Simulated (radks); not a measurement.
Values are calculated unless marked as measured or tabulated.
Problem. These are the eigenvalues of the occupied orbitals of an atom or ion with whole-number occupations (eV). Level of theory: scalar-relativistic Kohn-Sham, LDA (Slater exchange, VWN5 correlation), spin-polarised, spherical densities, finite nucleus; Fermi nuclear charge, rms radius of each element as measured or else 0.836 A^(1/3) + 0.57 fm (a radial shooting solver on a logarithmic mesh with Libxc functionals).

orbital  eigenvalue
1s        -39964.38

Which element is it, and in what charge state? The configuration may be excited. Open shells, if any, are filled with parallel spins first.

Solution. Z = 54, xenon, charge +52: Xe52+ in [He]. The 1s level, -1468.7 hartree, gives Z - s = 54.2 by -(Z - s)^2/2, which with screening and relativity narrows Z to a few neighbours, and with so few levels the electron count can be read from the list.
